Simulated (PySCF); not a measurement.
# How methods differ on the excitation energy of O⁺

O⁺ [He] 2s2 2p3 (4S) → O⁺ [He] 2s1 2p3 3d1 (6D), as a difference of total energies. All numbers are calculated (PySCF 2.14, scalar relativity by spin-free X2C-1e, in aug-cc-pVQZ-DK). Correlated levels: valence: 1s2 frozen. The calculations carry no spin-orbit coupling.

```csv
method,excitation energy (eV)
UHF,35.681
MP2 (valence),37.626
SCS-MP2 (valence),38.119
CCSD (valence),37.842
CCSD(T) (valence),37.888
```

**Question.** How much does correlation contribute at CCSD(T) (valence)?

**Answer.** 37.888 − (35.681) = 2.207 eV, measured against UHF.

The upper state lies above the first ionisation limit, but in LS coupling its spin forbids autoionisation to the ground ion. A Rydberg-like electron needs more diffuse functions than a valence basis has.

The promoted electron is Rydberg-like, and one or two diffuse shells describe it only roughly, which tends to raise the upper state.
